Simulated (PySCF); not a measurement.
arsenic trifluoride (AsF$_{3}$), singlet, geometry from GFN2-xTB; DF-BHANDHLYP/6-31G* in PySCF.

PySCF was given this input:
```python
from pyscf import gto, scf, dft

mol = gto.M(
    atom='''
F    -0.843028   -1.170729   -0.507699
As    0.013194   -0.005516    0.423912
F     1.416347   -0.120513   -0.564356
F    -0.621699    1.311469   -0.482288
''',
    basis='6-31g*',
    charge=0,
    spin=0,
    verbose=4,
)

mf = dft.RKS(mol)
mf.xc = 'bhandhlyp'
mf = mf.density_fit(auxbasis='def2-universal-jkfit')
mf.kernel()
```

It wrote (shortened):

```
PySCF version 2.14.0

[INPUT] verbose = 4
[INPUT] num. atoms = 4
[INPUT] num. electrons = 60
[INPUT] charge = 0
[INPUT] spin (= nelec alpha-beta = 2S) = 0
[INPUT] symmetry False subgroup None
[INPUT] Mole.unit = angstrom
[INPUT] Symbol           X                Y                Z      unit          X                Y                Z       unit  Magmom
[INPUT]  1 F     -0.843028000000  -1.170729000000  -0.507699000000 AA   -1.593092035340  -2.212357176086  -0.959412063716 Bohr   0.0
[INPUT]  2 As     0.013194000000  -0.005516000000   0.423912000000 AA    0.024933046488  -0.010423729303   0.801077580917 Bohr   0.0
[INPUT]  3 F      1.416347000000  -0.120513000000  -0.564356000000 AA    2.676507927349  -0.227736564450  -1.066478276755 Bohr   0.0
[INPUT]  4 F     -0.621699000000   1.311469000000  -0.482288000000 AA   -1.174840841916   2.478317230857  -0.911392233164 Bohr   0.0

nuclear repulsion = 325.708020808172
number of shells = 30
number of NR pGTOs = 176
number of NR cGTOs = 74
basis = 6-31g*
ecp = {}

******** <class 'pyscf.df.df_jk.DFRKS'> ********
method = DFRKS
initial guess = minao
damping factor = 0
level_shift factor = 0
DIIS = <class 'pyscf.scf.diis.CDIIS'>
diis_start_cycle = 1
diis_space = 8
diis_damp = 0
SCF conv_tol = 1e-09
SCF conv_tol_grad = None
SCF max_cycles = 50
direct_scf = False
XC library pyscf.dft.libxc version 7.1.2
    S. Lehtola, C. Steigemann, M. J. T. Oliveira, and M. A. L. Marques,  SoftwareX 7, 1–5 (2018)
XC functionals = bhandhlyp
    A. D. Becke,  J. Chem. Phys. 98, 1372 (1993)
    Defined through Gaussian implementation.
radial grids:
    Treutler-Ahlrichs [JCP 102, 346 (1995); DOI:10.1063/1.469408] (M4) radial grids

becke partition: Becke, JCP 88, 2547 (1988); DOI:10.1063/1.454033
pruning grids: <function nwchem_prune>
grids dens level: 3
symmetrized grids: False
atomic radii adjust function: <function treutler_atomic_radii_adjust>
small_rho_cutoff = 0
Set gradient conv threshold to 3.16228e-05
Initial guess from minao.
tot grids = 63216
******** <class 'pyscf.df.df.DF'> ********
auxbasis = def2-universal-jkfit
init E= -2534.47056679624
  HOMO = -0.383149998706206  LUMO = -0.0441794233165949  gap/eV = 9.22386
cycle= 1 E= -2534.88034936185  delta_E= -0.41  |g|= 0.952  |ddm|= 2.15
  HOMO = -0.370393767787814  LUMO = -0.0282925295317331  gap/eV = 9.30905
cycle= 2 E= -2534.79921248124  delta_E= 0.0811  |g|= 1.23  |ddm|= 1.49
  HOMO = -0.415110402126531  LUMO = -0.00583145761135185  gap/eV = 11.13705
cycle= 3 E= -2535.04068693856  delta_E= -0.241  |g|= 0.0199  |ddm|= 0.783
  HOMO = -0.409955125465968  LUMO = 0.00179315695907778  gap/eV = 11.20424
cycle= 4 E= -2535.04088688006  delta_E= -0.0002  |g|= 0.00717  |ddm|= 0.0484
  HOMO = -0.410724606909061  LUMO = 0.00112093573607289  gap/eV = 11.20689
cycle= 5 E= -2535.04090520205  delta_E= -1.83e-05  |g|= 0.00118  |ddm|= 0.0104
  HOMO = -0.410601071586745  LUMO = 0.00112451940397879  gap/eV = 11.20362
cycle= 6 E= -2535.04090635532  delta_E= -1.15e-06  |g|= 0.000223  |ddm|= 0.00408
  HOMO = -0.410617637211819  LUMO = 0.00111195781107296  gap/eV = 11.20373
cycle= 7 E= -2535.04090637301  delta_E= -1.77e-08  |g|= 0.000114  |ddm|= 0.00035
  HOMO = -0.410608351690862  LUMO = 0.00111964781541717  gap/eV = 11.20369
cycle= 8 E= -2535.04090637449  delta_E= -1.47e-09  |g|= 1.6e-05  |ddm|= 8.03e-05
  HOMO = -0.410605841359187  LUMO = 0.00112175197513641  gap/eV = 11.20368
cycle= 9 E= -2535.04090637455  delta_E= -6.68e-11  |g|= 3.74e-06  |ddm|= 2.15e-05
  HOMO = -0.410605921520839  LUMO = 0.00112159195310145  gap/eV = 11.20368
Extra cycle  E= -2535.04090637456  delta_E= -9.55e-12  |g|= 4.4e-06  |ddm|= 5.13e-06
converged SCF energy = -2535.04090637456
```
